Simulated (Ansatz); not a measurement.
This geometry of H4NPTe (7 atoms, charge 0, multiplicity 1) is a first-order saddle point.

Level of theory: RKS B3LYP/def2-SVP (Ansatz).

```xyz
7
Properties=species:S:1:pos:R:3
N -1.235 0.685 -0.426
P -0.335 -0.030 0.833
Te 1.395 -1.588 -0.389
H -2.072 0.182 -0.707
H -0.780 1.134 -1.217
H 0.614 1.027 0.974
H 2.474 -1.479 0.885
```

Question: Which two structures does it join? (They come from a converged band through this point; their orientation in space is the band's.)

Answer: No bond is made or broken. The dihedral N1–P2–Te3–H7 goes from 64 to -102°.

Image 0:

```xyz
7
Properties=species:S:1:pos:R:3
N -1.070 0.682 -0.481
P -0.538 -0.008 0.989
Te 1.138 -1.918 0.503
H -1.867 0.212 -0.904
H -0.400 0.964 -1.193
H 0.498 0.938 1.244
H 2.300 -0.938 -0.203
```

Image 8:

```xyz
7
Properties=species:S:1:pos:R:3
N -1.125 0.657 -0.462
P -0.339 -0.077 0.867
Te 2.052 -0.776 0.181
H -1.625 0.007 -1.066
H -0.650 1.366 -1.018
H 0.170 1.126 1.441
H 1.579 -2.371 0.012
```

Question: How far does it lie above each of them?

Answer: 12.4 kJ/mol above the first and 16.4 kJ/mol above the second. This is the barrier of this one path; another mechanism may lie lower.

The run took 8.4 min on 1 thread of Arm Neoverse V1, on a shared host, peak memory 0.18 GiB.
